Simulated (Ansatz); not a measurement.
`[NH2][In]([NH2])[Cl]` and `[NH2][In]([NH2])[Br]` differ in one atom or group.

Ansatz, PBE0-D4/def2-TZVP geometries, multiplicity 1. Each molecule was computed in one conformer, which needn't be the lowest.

Elements past krypton have def2 core potentials. Scalar relativity is left out up to krypton.

| property | `[NH2][In]([NH2])[Cl]` |
| --- | --- |
| LUMO energy (PBE0/def2-TZVPP) / eV | -1.25 |
| HOMO–LUMO gap (PBE0/def2-TZVPP) / eV | 6.25 |
| LUMO energy (B3LYP/def2-TZVPP) / eV | -1.59 |
| HOMO–LUMO gap (B3LYP/def2-TZVPP) / eV | 5.66 |
| size of the dipole moment (PBE/def2-TZVPP) / D | 2.87 |
| HOMO energy (PBE/def2-TZVPP) / eV | -6.09 |

(1) Give the same properties after the change, and the shifts. (Estimate.)

Answers

(1) Computed: 
```csv
property,`[NH2][In]([NH2])[Br]`,shift
LUMO energy (PBE0/def2-TZVPP) / eV,-1.40,-0.15
HOMO–LUMO gap (PBE0/def2-TZVPP) / eV,5.94,-0.31
LUMO energy (B3LYP/def2-TZVPP) / eV,-1.72,-0.13
HOMO–LUMO gap (B3LYP/def2-TZVPP) / eV,5.37,-0.29
size of the dipole moment (PBE/def2-TZVPP) / D,3.36,0.49
HOMO energy (PBE/def2-TZVPP) / eV,-5.97,0.12
```

With PBE0 the HOMO rises by 0.16 eV and the LUMO falls by 0.15 eV, so the gap narrows by about 0.31 eV. PBE moves the HOMO by 0.12 eV and ωB97M-V by 0.19 eV. Dipoles are sizes alone; their direction can turn.

B3LYP here is the variant with VWN-RPA as its local correlation; programs differ in this.

Spin–orbit coupling is left out; it splits and shifts lone-pair levels of the heavy atoms by tenths of an eV.
